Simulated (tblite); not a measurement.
HfO (SMILES [O]=[Hf]), singlet, geometry from GFN2-xTB (such geometries of metal compounds can be far from the true shape); GFN1-xTB run with tblite.

The tblite input:
```
$ tblite run mol.xyz --method gfn1 --charge 0 --spin 0 --json tblite.json --no-restart

# file mol.xyz
2

Hf    -0.00000000    -0.00000000    -0.17306172
O      0.00000000     0.00000000     1.55755544
```

It wrote (shortened):

```
xTB calculator
 | screened Coulomb repulsion
 | Coulomb electrostatics
 |  * isotropic Klopman-Ohno-Mataga-Nishimoto electrostatics
 |  * onsite third-order electrostatics
 | DFT-D3(BJ) dispersion correction

halogen bonding energy    0.0000000000000E+00 Eh
repulsion energy          3.8130835599525E-02 Eh
dispersion energy        -2.3287480243784E-04 Eh
number of electrons       1.0000000000000E+01 e
integral cutoff           3.5545256755052E+01 bohr

------------------------------------------------------------
  cycle        total energy    energy error   density error
------------------------------------------------------------
      1     -5.183453574341  -5.2213515E+00   1.1202250E+00
      2     -5.672381356669  -4.8892778E-01   3.9838796E-01
      3     -5.670948408584   1.4329481E-03   2.0375459E-01
      4     -5.646211510053   2.4736899E-02   1.8467665E-01
      5     -5.673761295635  -2.7549786E-02   4.7380355E-03
      6     -5.673724889490   3.6406145E-05   8.0134287E-03
      7     -5.673773195168  -4.8305678E-05   9.0288352E-04
      8     -5.673773266803  -7.1635175E-08   8.2642451E-04
      9     -5.673773794326  -5.2752346E-07   7.8762149E-05
     10     -5.673773799119  -4.7922253E-09   6.9056140E-08
------------------------------------------------------------

electronic energy        -5.7116717599158E+00 Eh
total energy             -5.6737737991187E+00 Eh

Post processing:
 | Mayer-Wiberg bond orders

[Info] JSON dump of results written to 'tblite.json'
```
